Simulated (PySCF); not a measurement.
Compound: C7H12F (charge +1).
Atom-mapped SMILES: `[CH3:1][C+:2]([CH2:3][F:4])[CH2:5][CH:6]1[CH2:7][CH2:8]1` (hydrogens: H9, H10, H11 on C1; H12, H13 on C3; H14, H15 on C5; H16 on C6; H17, H18 on C7; H19, H20 on C8)

Level: wB97X-D/def2-SVPD in PySCF, non-relativistic, on one gas-phase PBE0-D3(BJ)/def2-SVP geometry that isn't relaxed in the solvent. The solvent is an IEF-PCM continuum (Bondi radii, 1.10 Å for H, scaled by 1.2), and excitations are vertical TDDFT with non-equilibrium linear response and a frozen core. The model holds no explicit solvent molecules, cavitation or dispersion.

Gas-phase singlets (H = HOMO, L = LUMO):

```tsv
state	E (eV)	λ (nm)	f	leading configurations
S1	3.675	337	0.014	H→L 90%, H-1→L 9%
S2	4.083	304	0.014	H-1→L 88%, H→L 9%
S3	5.287	234	0.003	H-3→L 78%, H-5→L 14%
S4	5.803	214	0.003	H-2→L 67%, H-5→L 21%
S5	6.016	206	0.008	H-5→L 54%, H-2→L 30%
```

Question: How does the list change in cyclohexane (ε = 2.017)?

Answer: 
| state | E (eV) | λ (nm) | f | leading configurations | change by rank (eV) |
| --- | --- | --- | --- | --- | --- |
| S1 | 3.933 | 315 | 0.019 | H→L 93% | +0.258 |
| S2 | 4.383 | 283 | 0.017 | H-1→L 90% | +0.300 |
| S3 | 5.428 | 228 | 0.005 | H-3→L 75%, H-5→L 15% | +0.141 |
| S4 | 6.008 | 206 | 0.011 | H-5→L 54%, H-2→L 20% | +0.205 |
| S5 | 6.228 | 199 | 0.115 | H-4→L 79%, H-2→L 20% | +0.212 |

Question: The ground-state energy changes by -1.247 eV from gas to cyclohexane. By how much does the total energy of gas-phase S1 change?

Answer: E(S1) = E(S0) + excitation energy, so it changes by -1.247 + 0.258 = -0.989 eV: it is lowered less than the ground state, which is what a blue shift means. This is the vertical state, with the slow part of the continuum still set for S0.

Question: How do the frontier levels move from gas to cyclohexane?

Answer: 
| orbital | gas (eV) | solvent (eV) | change (eV) | Löwdin shares, gas | Löwdin shares, solvent |
| --- | --- | --- | --- | --- | --- |
| LUMO+2 | -1.35 | 0.70 | +2.05 | C3 15 %, F4 13 %, C1 11 %, H12 7 % | F4 14 %, C3 13 %, C1 12 %, H10 7 % |
| LUMO+1 | -2.02 | 0.14 | +2.16 | C3 16 %, C1 16 %, C2 14 %, C5 7 % | C3 18 %, C1 15 %, C2 12 %, C5 7 % |
| LUMO | -6.56 | -4.23 | +2.33 | C2 50 %, C5 9 %, C1 8 %, C3 8 % | C2 50 %, C5 9 %, C1 8 %, C3 8 % |
| HOMO | -14.42 | -12.37 | +2.05 | C6 34 %, C8 27 %, C7 15 %, C5 6 % | C6 35 %, C8 26 %, C7 15 %, C5 6 % |
| HOMO-1 | -14.52 | -12.52 | +2.00 | C7 38 %, C8 26 %, C6 16 % | C7 38 %, C8 27 %, C6 16 % |
| HOMO-2 | -15.97 | -14.00 | +1.97 | C7 30 %, C8 23 %, H17 13 %, H18 12 % | C7 30 %, C8 23 %, H17 13 %, H18 11 % |
| HOMO-3 | -16.52 | -14.41 | +2.11 | C6 26 %, C5 15 %, C8 13 %, H16 12 % | C6 26 %, C5 15 %, H16 12 %, C8 12 % |

The HOMO–LUMO gap goes from 7.86 to 8.14 eV.

Shape of the structure used: `[CH3:1][C+:2]([CH2:3][F:4])[CH2:5][CH:6]1[CH2:7][CH2:8]1`: C1–C2–C3–F4 180°, C1–C2–C5–C6 -2°, C2–C5–C6–C7 -154°.

Note: wB97X-D ran without an empirical dispersion term, which enters the total energy and its gradient alone.
